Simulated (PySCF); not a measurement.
C₅H₅OS (charge -1).
Numbering: `[CH3:1][c:2]1[cH:3][cH:4][s:5][c:6]1[O-:7]` (hydrogens: H8, H9, H10 on C1; H11 on C3; H12 on C4)

Structure optimised with GFN2-xTB, isolated species.

**Question.** What internal coordinates does the optimisation give?

**Answer.** 
```
                bond  length (Å)     order
               C1–C2       1.502    single
               C2–C3       1.410  aromatic
               C3–C4       1.353  aromatic
               C4–S5       1.744  aromatic
               S5–C6       1.858  aromatic
               C6–O7       1.232    single
               C2–C6       1.384  aromatic
C1–H8, C1–H9, C1–H10       1.093    single
              C3–H11       1.083    single
              C4–H12       1.074    single
```

Bonds in one row agree within 0.01 Å and their mean is given. Orders are formal, as drawn. A selection of angles:
```
    angle  degrees
 C2–C1–H8    108.9
 C2–C1–H9    111.7
 H8–C1–H9    108.5
H8–C1–H10    108.5
 C1–C2–C3    123.8
 C1–C2–C6    120.8
 C3–C2–C6    115.4
 C2–C3–C4    115.0
C2–C3–H11    122.2
C4–C3–H11    122.7
 C3–C4–S5    111.6
C3–C4–H12    129.3
S5–C4–H12    119.1
 C4–S5–C6     91.3
 S5–C6–O7    120.5
 C2–C6–S5    106.6
 C2–C6–O7    132.8
```

The 2 C–S bonds span 1.744 Å (C4–S5, aromatic) to 1.858 Å (S5–C6, aromatic), a spread of 0.114 Å. The 7 heavy atoms lie in one plane (0.001 Å rms). C6 (aromatic carbon bearing oxygen) is planar (angles 132.8°, 120.5° and 106.6°, sum 360.0°, 0.00 Å off the plane of its three neighbours). Of the pairs four or more bonds apart, O7···H8 is among the closest relative to their van der Waals radii: 2.59 Å, 95 % of the sum of Bondi's values. The 5-membered ring C2–C3–C4–S5–C6 has internal angles of 91.3° to 115.4°; it is planar, 0.00 Å rms from its mean plane, widest ring torsion 0°. The C–C distances run from 1.353 Å (C3–C4, aromatic) to 1.502 Å (C1–C2, drawn single), a spread of 0.149 Å. C3 (aromatic CH carbon) is planar (angles 122.7°, 122.2° and 115.0°, sum 360.0°, 0.00 Å off the plane of its three neighbours).

Point group: Cs (every atom within 0.08 Å of its image). Not checked by GFN2-xTB frequencies.

The numbers are calculated, not measured.
